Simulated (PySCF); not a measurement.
**Exercise with solution: chemical shift, span and skew from a shielding tensor**

Ti(F)3(NH2) (F3H2NTi), SMILES [NH2][Ti]([F])([F])[F], multiplicity 1. Atoms are numbered in the order given.

```xyz
7

Ti     0.0461     0.0235     0.0000
F      0.4732     0.8686    -1.4764
F      0.4732     0.8686     1.4764
F      0.8677    -1.5366     0.0000
N     -1.7993    -0.2328     0.0000
H     -2.3727    -0.3466    -0.8436
H     -2.3727    -0.3466     0.8436
```

The structure is a stationary point at PBE-D3(BJ)/def2-SVP. The spin state was assumed, not searched. The structure was generated by enumeration; whether it is a known compound was not checked. The values are those of a single conformer.

GIAO shieldings from PBE/pcSseg-1 run with PySCF, non-relativistic, no solvent. The symmetric part of the tensor of F2 has the principal values -467.3, -403.2, 303.6 ppm. The same nucleus in CFCl3 has σ = 133.6 ppm at this level (PySCF, at its B3LYP-D3(BJ)/def2-TZVP geometry).

Work out the isotropic shielding, the ¹⁹F shift against CFCl3, the span and the skew.


σ(iso) = (σ11 + σ22 + σ33)/3 = -189.0 ppm. δ = σ(ref) − σ(iso) = 133.6 − (-189.0) = 322.6 ppm.
Span Ω = σ33 − σ11 = 770.9 ppm. Skew κ = 3(σ(iso) − σ22)/Ω = 0.83. Tumbling in solution averages the tensor to δ; in a static solid the shielding alone would spread this spin-1/2 line over Ω.
